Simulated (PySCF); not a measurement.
MIn cations for M along the halogens

PBE0 with triple-zeta basis sets in PySCF, for the lowest determinant that a PBE0 search found; no spin–orbit coupling. De refers to high-spin ground-configuration atoms (the charge goes to the atom of lower measured ionisation energy or higher electron affinity, which is not always the lowest computed limit). A positive dipole points towards In; it is taken about the centre of mass and depends on that origin.

| M | basis | charged atom | state (unpaired electrons) | Re (Å) | ωe (cm⁻¹) | De (eV) | μ (D) |
| --- | --- | --- | --- | --- | --- | --- | --- |
| F | cc-pVTZ-PP/cc-pVTZ | In+ | doublet (σ ↑) | 1.928 | 564 | 1.10 | 3.67 |
| Cl | cc-pVTZ-PP/cc-pV(T+d)Z | In+ | doublet (σ ↑) | 2.305 | 333 | 0.75 | 2.88 |
| Br | def2-TZVPPD | In+ | doublet (σ ↑) | 2.457 | 220 | 0.62 | 4.08 |

The shortest bond is that of InF⁺ (1.928 Å), the longest that of InBr⁺ (2.457 Å).

The rows differ in basis set, which adds steps of its own.

Down a group the atoms grow and get heavier, so bonds lengthen and wavenumbers fall; this series shows no clear exception.

These are scalar-relativistic numbers at best; spin–orbit coupling would shift them, the dissociation energy most. For an ion De counts to the pair picked by the measured ionisation energies or electron affinities, which need not be the lowest pair at this level. States were picked by a PBE0 search and need not be the measured ground states.
